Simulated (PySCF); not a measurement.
**Removal energies of Br²⁵⁺ from EOM-IP-GCCSD**

Reference: closed-shell Br²⁵⁺, [Ne]; one electron is removed. Calculated with PySCF 2.14, two-component X2C-1e with screened spin-orbit coupling, an even-tempered Gaussian basis (18 s from 1.8 bohr⁻², ratio 2.6; 13 p from 2.3 bohr⁻², ratio 2.6; 6 d from 2.4 bohr⁻², ratio 2.8; 3 f from 64 bohr⁻², ratio 2.8); frozen 1s2; the 56 highest virtual spinors dropped; of the others 44 kept and the rest restored at second order. No Breit or QED terms. Binding energies in eV.

```tsv
level	Koopmans
2s1/2	2956.8
2p1/2	2782.1
2p3/2	2731.9
```

Q: How does correlation move these levels?

A: 2s1/2: second order 2953.8, EOM-CCSD 2953.8; 2p1/2: second order 2780.0, EOM-CCSD 2780.1; 2p3/2: second order 2730.0, EOM-CCSD 2730.1.

For comparison, the ionisation energy of Br²⁵⁺ is 2731.4 ± 1.5 eV (semi-empirical (NIST evaluation); NIST Atomic Spectra Database, ionization energies).
